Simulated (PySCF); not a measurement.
# Identify the compound

The spectra below were simulated for a compound C2H12O2Si3.

$^{1}$H NMR (500 MHz, computed): δ 5.21 (s, 3H), 5.20 (t, 2H), 4.98 (s, 2H), 1.32 (t, 3H), 0.91 (m, 2H).

$^{13}$C{$^{1}$H} NMR (computed): δ 11.8, 10.2.

- coordinates at the GFN2-xTB level
- shielding tensors at PBE0/pcSseg-1 (GIAO)
- program: PySCF 2.14
- one computed conformer, no solvent, fast rotation and ring inversion assumed for equivalent nuclei, non-relativistic Hamiltonian

Chemical shifts δ = σref − σ; TMS for $^{1}$H, $^{13}$C, all at this level.

Which candidate is it?
A. COCO[SiH]([SiH3])[SiH3]
B. CC[SiH](O[SiH3])O[SiH3]
C. CC[SiH2]O[SiH2]O[SiH3]

## Answers

C. 

Rings plus π bonds: 0. 2 carbon signals for 2 carbons: no two carbons are equivalent. Carbon types of the structure: 1 × CH2, 1 × CH3, leaving 7 H on heteroatoms. δC 11.8: sp3 CH2 bonded to Si; an electropositive neighbour leaves it electron-rich and shielded. δC 10.2: methyl carbon; aliphatic region, no heteroatom directly attached. δH 5.21: hydrogen on a silicon bonded to O. δH 5.20: hydrogen on a silicon bonded to C, O. δH 1.32: hydrogen on a methyl carbon.

The others: COCO[SiH]([SiH3])[SiH3] would give 4 signals for carbon-bound and other non-exchanging H, not 5; CC[SiH](O[SiH3])O[SiH3] would give 4 signals for carbon-bound and other non-exchanging H, not 5.

Shifts are as computed. Against solution values, carbons near 30 ppm lie about +3 ppm off and those near 130 ppm about +5 ppm. Of 1309 compounds with measured shifts, 239 miss one by over three times the rms of a fit or turn the order of signals round; such compounds aren't used in these exercises. Multiplicities follow the n + 1 count of equivalent neighbours, as no J values were calculated; m marks all less simple cases, F and P coupling included.
